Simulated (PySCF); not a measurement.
Sn(H)2(Et)(OH) (C2H8OSn), SMILES C[CH2][SnH2][OH]. Geometry optimised at PBE-D3(BJ)/def2-SVP. The structure was generated by enumeration; whether it is a known compound was not checked. The def2 effective core potentials stand for the cores of Sn; spin–orbit coupling is left out. Other conformers were not sampled.

Computed equilibrium geometry at PBE-D3(BJ)/def2-SVP (PySCF confirms it by a frequency run) as a Z-matrix (one conformer of several):
```
C
H 1 1.1095
H 1 1.1097 2 106.98
C 1 1.5302 2 111.71 3 123.23
H 4 1.1085 1 111.27 2 62.78
H 4 1.1099 5 107.18 1 -122.40
H 4 1.1109 5 107.85 6 -115.14
Sn 1 2.1700 2 105.93 3 -115.04
O 8 2.0243 1 100.10 2 -73.14
H 9 0.9754 8 110.65 1 -172.23
H 8 1.7401 9 109.06 10 67.26
H 8 1.7419 11 110.46 9 119.32
```
Charge 0, spin multiplicity 1.
